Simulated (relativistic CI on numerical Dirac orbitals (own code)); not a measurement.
**Radial parameters of Te³¹⁺**

These numbers are calculated, not measured: Dirac-Coulomb-Breit CI, separate exchange-only KLI orbitals for each configuration, model QED, unscaled Slater integrals (own radial code, finite nucleus).

Slater integrals F^k, G^k are unscaled and averaged over j, outside the closed core [Ne]; ζ comes from projecting the Hamiltonian with its Breit term on Σ l·s of the shell.

- 3s2 3p6 3d3: F^2(3d,3d) = 387280, F^4(3d,3d) = 249850, ζ(3d) = 42404 cm⁻¹; <r>(3d) = 0.2632, <r^2>(3d) = 0.08043 (bohr units).
- 3s2 3p5 3d4: ζ(3p) = 324920, F^2(3d,3d) = 386430, F^4(3d,3d) = 249280, F^2(3p,3d) = 337910, G^1(3p,3d) = 364700, G^3(3p,3d) = 242320, ζ(3d) = 41864 cm⁻¹; <r>(3p) = 0.2942, <r^2>(3p) = 0.09997, <r>(3d) = 0.2637, <r^2>(3d) = 0.08075 (bohr units).
- 3s 3p6 3d4: F^2(3d,3d) = 386090, F^4(3d,3d) = 249060, G^2(3s,3d) = 274710, ζ(3d) = 42150 cm⁻¹; <r>(3s) = 0.301, <r^2>(3s) = 0.1032, <r>(3d) = 0.2639, <r^2>(3d) = 0.08089 (bohr units).

(1) Give the Racah parameters of the d shell in 3s2 3p6 3d3.

Averages of the first 10 configurations, taken without configuration mixing, which lowers the lowest level and can move excited configurations by several eV; other configurations of the list can lie among them:

| Configuration | Parity | States | Average energy above the lowest level (eV) |
| --- | --- | --- | --- |
| 3s2 3p6 3d3 | even | 120 | 29.4 |
| 3s2 3p5 3d4 | odd | 1260 | 244.8 |
| 3s 3p6 3d4 | even | 420 | 416.5 |
| 3s2 3p6 3d2 4s | even | 90 | 786.3 |
| 3s2 3p6 3d2 4p | odd | 270 | 848.9 |
| 3s2 3p6 3d2 4d | even | 450 | 932.3 |
| 3s2 3p5 3d3 4s | odd | 1440 | 995.1 |
| 3s2 3p6 3d2 4f | odd | 630 | 1004.6 |
| 3s2 3p5 3d3 4p | even | 4320 | 1057.9 |
| 3s 3p6 3d3 4s | even | 480 | 1168.0 |

## Answers

(1) B = F²/49 − 5F⁴/441 = 5071 cm⁻¹ and C = 35F⁴/441 = 19829 cm⁻¹.
